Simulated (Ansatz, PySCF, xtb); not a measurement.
Pair of molecules: CH3Cl (SMILES CCl) (first 5 atoms) with H2 (SMILES [H][H]); geometry from B3LYP-D3(BJ)/def2-TZVP, rigid monomers moved along the line of their centres of mass till Cl2···H7 is 3.45 Å.
(charge 0, multiplicity 1):
```xyz
7

C     -0.269     1.080    -0.428
Cl    -0.152    -0.703    -0.270
H     -1.200     1.317    -0.935
H     -0.256     1.512     0.569
H      0.581     1.428    -1.007
H     -0.083     0.452     3.697
H     -0.075    -0.004     3.108
```

| level | interaction energy (meV) | minus CCSD(T)/CBS(aug-cc-pV(D+d)Z, aug-cc-pV(T+d)Z) | cost |
|---|---|---|---|
| GFN1-xTB | -8.9 | 13.8 | - |
| HF/STO-3G (no counterpoise) | -3.5 | 19.2 | - |
| HF/3-21G (no counterpoise) | -11.4 | 11.3 | - |
| HF/aug-cc-pV(T+d)Z | -3.9 | 18.8 | - |
| PBE-D4/def2-TZVPPD | -30.3 | -7.6 | ×1 |
| r2SCAN-D4/def2-TZVPPD | -15.7 | 7.0 | ×2 |
| B3LYP/3-21G (no counterpoise) | -15.2 | 7.5 | - |
| B3LYP/6-31G* | -1.1 | 21.7 | - |
| B3LYP/def2-TZVPPD | -3.0 | 19.7 | ×1 |
| B3LYP-D4/def2-TZVPPD | -19.5 | 3.2 | ×1 |
| PBE0-D4/def2-TZVPPD | -26.8 | -4.0 | ×1 |
| M06-2X/6-31G* (no counterpoise) | -22.9 | -0.2 | - |
| wB97M-V/def2-TZVPPD | -20.5 | 2.2 | ×3 |
| MP2/aug-cc-pV(D+d)Z | -18.9 | 3.9 | - |
| MP2/CBS(aug-cc-pV(D+d)Z, aug-cc-pV(T+d)Z) | -22.5 | 0.3 | - |
| CCSD/aug-cc-pV(D+d)Z | -16.9 | 5.9 | - |
| CCSD/aug-cc-pV(T+d)Z | -19.1 | 3.6 | - |
| CCSD(T)/aug-cc-pV(D+d)Z | -18.7 | 4.0 | ×4 |
| CCSD(T)/aug-cc-pV(T+d)Z | -21.6 | 1.1 | ×200* |
| CCSD(T)/CBS(aug-cc-pV(D+d)Z, aug-cc-pV(T+d)Z) | -22.7 | 0.0 | ×200* |

 The comparison column counts from a level with limits of its own.

The rows run from -30.3 (PBE-D4/def2-TZVPPD) to -1.1 meV (B3LYP/6-31G*). In aug-cc-pV(T+d)Z the value moves HF -3.9, CCSD -19.1, CCSD(T) -21.6, a shift of -17.6 from HF to CCSD(T). From aug-cc-pV(D+d)Z to aug-cc-pV(T+d)Z CCSD(T) changes by -2.9. The dispersion term adds -16.5 in B3LYP-D4.

Monomers are frozen at their geometry in the pair; levels with a basis set take the counterpoise correction. Rows marked so take none.

Correlated levels freeze the cores. CBS(a, b) extrapolates the correlation energy as X⁻³ and adds the Hartree–Fock energy of set b. Rows in 3-21G, 6-31G*, STO-3G carry no dispersion term and start afresh at each structure (6-31G* with six Cartesian d functions).

Programs: Ansatz (a first-principles code); PySCF for 3-21G rows, 6-31G* rows, STO-3G rows, the dispersion terms; xtb for the GFN methods. 

Costs are rough ratios of core time to PBE/def2-TZVPPD (about 2.5 s over the structures, on one shared machine); a dash marks a level with no comparable run of its own. A star marks coupled-cluster runs past 200 virtual orbitals, where the program's memory plan changes under this machine's limit, so their costs aren't comparable with smaller runs.
